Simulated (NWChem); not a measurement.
System: stibine (SbH3); SMILES [SbH3]

Here is an NWChem input.

```
start job
memory heap 200 mb stack 900 mb global 1100 mb
geometry units angstroms noautosym nocenter noautoz
  Sb     0.000000     0.000000     0.032948
  H     -0.343600     1.369063    -0.928994
  H      1.357443    -0.386965    -0.928994
  H     -1.013843    -0.982098    -0.928994
end
basis spherical
  * library def2-svpd
end
ecp
  Sb library def2-ecp
end
dft
  xc bhlyp
  iterations 150
end
tddft
  cis
  nroots 6
  notriplet
end
task tddft energy
```

Output (shortened):

```
             Northwest Computational Chemistry Package (NWChem) 7.3.0
             --------------------------------------------------------

                             Geometry "geometry" -> ""
                             -------------------------

 Output coordinates in angstroms (scale by  1.889725989 to convert to a.u.)

  No.       Tag          Charge          X              Y              Z
 ---- ---------------- ---------- -------------- -------------- --------------
    1 Sb                  51.0000     0.00000000     0.00000000     0.03294800
    2 H                    1.0000    -0.34360000     1.36906300    -0.92899400
    3 H                    1.0000     1.35744300    -0.38696500    -0.92899400
    4 H                    1.0000    -1.01384300    -0.98209800    -0.92899400

 Effective nuclear repulsion energy (a.u.)      48.0484666837

                                 NWChem DFT Module
                                 -----------------

 Summary of "ao basis" -> "ao basis" (spherical)
 ------------------------------------------------------------------------------
       Tag                 Description            Shells   Functions and Types
 ---------------- ------------------------------  ------  ---------------------
 Sb                        def2-svpd                12       32   5s4p3d
 H                         def2-svpd                 4        8   2s2p

            General Information
            -------------------
          SCF calculation type: DFT
          Wavefunction type:  closed shell.
          No. of atoms     :     4
          No. of electrons :    26
           Alpha electrons :    13
            Beta electrons :    13
          Charge           :     0
          Spin multiplicity:     1
          Use of symmetry is: off; symmetry adaption is: off
          Maximum number of iterations: 150
          AO basis - number of functions:    56
                     number of shells:    24
          Convergence on energy requested:  1.00D-06
          Convergence on density requested:  1.00D-05
          Convergence on gradient requested:  5.00D-04

              XC Information
              --------------
                        BHLYP Method XC Functional
                     Hartree-Fock (Exact) Exchange  0.500
                        Slater Exchange Functional  0.500 local
                    Becke 1988 Exchange Functional  0.500 non-local
              Lee-Yang-Parr Correlation Functional  1.000

[...]

                                NWChem TDDFT Module
                                -------------------

            General Information
            -------------------
           No. of orbitals :     112
            Alpha orbitals :      56
             Beta orbitals :      56
        Alpha frozen cores :       0
         Beta frozen cores :       0
     Alpha frozen virtuals :       0
      Beta frozen virtuals :       0
         Spin multiplicity :       1
    Number of AO functions :      56
        Use of symmetry is : off
      Symmetry adaption is : off
         Schwarz screening :  0.10D-07

              XC Information
              --------------
                 BHLYP Method XC Functional
              Hartree-Fock (Exact) Exchange   0.50
                 Slater Exchange Functional   0.50 local
             Becke 1988 Exchange Functional   0.50 non-local
       Lee-Yang-Parr Correlation Functional   1.00

             TDDFT Information
             -----------------
          Calculation type : Tamm-Dancoff TDDFT
         Wavefunction type : Restricted singlets
          No. of electrons :      26
           Alpha electrons :      13
            Beta electrons :      13
              No. of roots :       6
          Max subspacesize :    5200
            Max iterations :     100
               Target root :       1
           Target symmetry : none
      Symmetry restriction : off
                 Algorithm : Optimal
        Davidson threshold :  0.10D-03

    6 smallest eigenvalue differences (eV)
--------------------------------------------------------
  No. Spin  Occ  Vir  Irrep   E(Occ)    E(Vir)   E(Diff)
--------------------------------------------------------
    1    1   13   14 a        -0.308     0.024     9.036
    2    1   13   15 a        -0.308     0.024     9.036
    3    1   13   16 a        -0.308     0.025     9.055
    4    1   12   14 a        -0.394     0.024    11.366
    5    1   12   15 a        -0.394     0.024    11.366
    6    1   11   14 a        -0.394     0.024    11.366
--------------------------------------------------------

  Entering Davidson iterations
  Restricted singlet excited states

  Iter   NTrls   NConv    DeltaV     DeltaE      Time
  ----  ------  ------  ---------  ---------  ---------
    1      6       0     0.92E-01   0.10+100        2.9
    2     12       0     0.39E-01   0.33E-01        2.8
    3     18       0     0.29E-01   0.81E-02        2.2
    4     24       0     0.23E-01   0.25E-02        1.9
    5     30       1     0.31E-01   0.27E-02        1.9
    6     35       3     0.14E-01   0.13E-02        1.8
    7     38       3     0.68E-02   0.31E-03        1.5
    8     41       4     0.17E-02   0.31E-04        1.4
    9     43       4     0.30E-03   0.97E-06        1.2
   10     45       6     0.48E-04   0.24E-07        1.2
  ----  ------  ------  ---------  ---------  ---------
  Convergence criterion met

  Ground state a        -241.948250616568 a.u.

  ----------------------------------------------------------------------------
  Root   1 singlet a              0.238828309 a.u.                6.4989 eV
  ----------------------------------------------------------------------------
     Transition Moments    X -0.22750   Y -0.80000   Z  0.00000
     Dipole Oscillator Strength                    0.1101415418
     Electric Quadrupole                           0.0000001178
     Magnetic Dipole                               0.0000016929
     Total Oscillator Strength                     0.1101433525

[...]
```

Level: BHandHLYP/def2-SVPD with def2 effective core potentials on Sb, TDA. Geometry: optimised at PBE0-D3(BJ)/def2-TZVP. def2 effective core potentials on Sb; no spin-orbit coupling.
